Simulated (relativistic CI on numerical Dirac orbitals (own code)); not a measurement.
Calculated at this level of theory: Dirac-Coulomb-Breit CI, KLI orbitals optimised for each configuration, model QED, unscaled Slater integrals (own radial code, finite nucleus).

Configuration list (outside the closed core [Ne]): 3s2, 3s 3p, 3p2, 3s 3d, 3d2, 3p 3d, 3p 4s, 3d 4s, 3s 4s, 3s 4p, 3s 4d, 3s 4f, 3s 5s, 3s 5p, 3s 5d, 4s2, 3s 5f, 3s 5g, 3s 6s, 3s 6p, 3s 6d. Levels of other configurations are missing.

At this charge energies of transitions that change n are usually good to better than 1 %, and those within a shell (Δn = 0) to a few per cent.

Outline of the computed level scheme of Zr XXIX. Lowest level of each configuration: 3s2 1S_0 at 0.000 eV; 3s 3p 3P°_0 at 56.175 eV; 3p2 3P_0 at 135.344 eV; 3s 3d 3D_1 at 175.707 eV; 3p 3d 3F°_2 at 236.192 eV; 3d2 3F_2 at 355.466 eV; 3s 4s 3S_1 at 705.891 eV; 3s 4p 3P°_0 at 735.119 eV; 3p 4s 3P°_0 at 774.132 eV.

Some strong electric-dipole decays among the lowest 43 levels: 3s 4p 1P°_1 → 3s2 1S_0 (2.9e+12 s⁻¹); 3s 4s 1S_0 → 3s 3p 1P°_1 (2.6e+12 s⁻¹); 3s 4s 3S_1 → 3s 3p 3P°_2 (1.8e+12 s⁻¹); 3s 4p 3P°_1 → 3s2 1S_0 (1.4e+12 s⁻¹); 3p 4s 3P°_1 → 3p2 1D_2 (1.0e+12 s⁻¹); 3s 4s 3S_1 → 3s 3p 3P°_1 (9.0e+11 s⁻¹); 3p 4s 3P°_1 → 3p2 3P_0 (5.9e+11 s⁻¹); 3s 4p 3P°_2 → 3s 3d 3D_3 (5.1e+11 s⁻¹).

LS names give the leading component of a level, which can be under half, so a name can repeat, a term be missing and a line seem to break the LS rules.
